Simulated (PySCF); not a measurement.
Input for PySCF: R-HF/3-21G on HI (SMILES I).

```python
from pyscf import gto, scf, dft, mp
from pyscf.data.elements import chemcore

mol = gto.M(
    atom='''
    I    -0.61206319   -0.35477476   -0.57036527
    H     0.32422235   -0.25240651    0.74339824
    ''',
    basis='3-21g',
    charge=0, spin=0, verbose=3, max_memory=1800)
mf = scf.RHF(mol)
mf.conv_tol = 1e-8
mf.max_cycle = 100
mf.kernel()
if not mf.converged:
    mf = mf.newton().run(mf.mo_coeff, mf.mo_occ)
```

Output:

```
converged SCF energy = -6887.87111790774
```

The calculation finished and met its thresholds.

Cost: about 0.5 core-seconds (a rough figure).
